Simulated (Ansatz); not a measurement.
Total energies of `N#CC1=C(c2cccnc2)C2C=CC1C2` from Ansatz at PBE-D4/def2-SVP, gas phase (1 Eh = 27.2114 eV = 2625.5 kJ/mol). The reference geometry is relaxed at r2SCAN-D4/def2-SVP.

```json
{"state": "charge 0 singlet", "geometry": "reference", "energy (Eh)": "-609.66314"}
{"state": "charge 1 doublet", "geometry": "reference", "energy (Eh)": "-609.36864"}
{"state": "charge 1 doublet", "geometry": "relaxed at r2SCAN-D4/def2-SVP", "energy (Eh)": "-609.37511"}
{"state": "charge -1 doublet", "geometry": "reference", "energy (Eh)": "-609.69438"}
{"state": "free N atom (quartet)", "geometry": "–", "energy (Eh)": "-54.46658"}
{"state": "free C atom (triplet)", "geometry": "–", "energy (Eh)": "-37.75124"}
{"state": "free H atom (doublet)", "geometry": "–", "energy (Eh)": "-0.49863"}
```

(1) Work out the vertical ionisation energy to the doublet.

(2) Work out the vertical electron affinity, to the doublet.

(3) Give the fundamental gap IE − EA, the Mulliken electronegativity (IE + EA)/2 and the hardness (IE − EA)/2.

(4) How much does the charge 1 doublet relax, and what is the adiabatic ionisation energy?

(5) What is the binding energy per atom against free atoms?

(1) E(charge 1 doublet) − E(charge 0 singlet) = -609.36864 − (-609.66314) = 0.29450 Eh = 8.01 eV. For comparison, −ε of the highest occupied level is 5.73 eV at this level, 2.28 eV less.

(2) E(charge 0 singlet) − E(charge -1 doublet) = -609.66314 − (-609.69438) = 0.03124 Eh = 0.85 eV. The basis lacks diffuse functions, which makes affinities too small.

(3) From the values in Eh: IE − EA = 0.29450 − 0.03124 = 0.26326 Eh = 7.16 eV; (IE + EA)/2 = 4.43 eV; (IE − EA)/2 = 3.58 eV. The HOMO–LUMO gap of the same run is 2.70 eV, 4.46 eV smaller than the fundamental gap.

(4) Relaxation: -609.36864 − (-609.37511) = 0.00647 Eh = 0.18 eV. Adiabatic ionisation energy: 0.28803 Eh = 7.84 eV, without zero-point energy. 

(5) Atoms: 2 × (-54.46658) + 13 × (-37.75124) + 10 × (-0.49863) = -604.68558 Eh. Binding: -604.68558 − (-609.66314) = 4.97756 Eh = 135.45 eV, or 5.42 eV for each of 25 atoms (no zero-point energy, no counterpoise term).

At PBE-D4/def2-SVP the highest occupied level of the charge -1 doublet lies above zero (up to 1.42 eV). By energy differences its removal costs 0.85 eV (vertical, to the charge 0 singlet, at PBE-D4/def2-SVP); self-interaction error and the lack of diffuse functions both raise the level.
